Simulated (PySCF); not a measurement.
**Rh: electron affinity**

Rh⁻ [Kr] 4d8 5s2 (3F) → Rh [Kr] 4d8 5s1 (4F), as a difference of total energies. Calculation: PySCF 2.14, in aug-cc-pVDZ-PP with ECP28MDF (5s5p4d2f, 54 functions); scalar relativity through the core potential. Correlated levels: valence: 4s2 4p6 frozen. The calculations carry no spin-orbit coupling.

```csv
method,electron affinity (eV)
UHF,-0.090
MP2 (valence),0.706
SCS-MP2 (valence),0.779
CCSD (valence),0.884
CCSD(T) (valence),0.994
```

The reference lies between the lowest fine-structure levels, while these numbers refer to the centres of the terms.

Errors of the correlated levels include the incompleteness of this basis and the frozen core.

A negative affinity means that the anion lies above the atom at that level of theory.

The coupled-cluster amplitudes are large for Rh⁻ (T1 above 0.03 or a double amplitude above 0.15), so a single reference is strained.

For comparison: 1.143 eV (measured; photodetachment measurements, as compiled on the Wikipedia data page of electron affinities).
